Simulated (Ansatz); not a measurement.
CH6GeSSi (`[SiH3][GeH]1[CH2][S]1`). Charge 0, multiplicity 1. Correlated methods include outer-core shells of Ge, which these sets cover unevenly. Scalar relativity is left out up to krypton.

```xyz
10

Si    0.9370   -1.2016    1.0654
Ge   -0.0511    0.7956    0.2820
C    -0.8529    0.8078   -1.4837
S    -2.1839    0.5878   -0.2416
H     2.4196   -1.1033    1.0150
H     0.4697   -2.2927    0.1753
H     0.5134   -1.4612    2.4642
H     0.3244    2.1636    0.8629
H    -0.6908   -0.0511   -2.1268
H    -0.8853    1.7551   -2.0126
```

Question: Give the diagnostics of a CCSD(T)/def2-TZVPP run (frozen core, Ansatz). (An estimate is asked.)

Answer: Ansatz gave: T1 = 0.0125, largest single amplitude 0.031, largest double 0.050, (T) share of the correlation energy 4.3 %, 9 CCSD cycles. The RHF solution is stable towards an unrestricted one. T1 lies under the customary mark of 0.02 for closed shells.
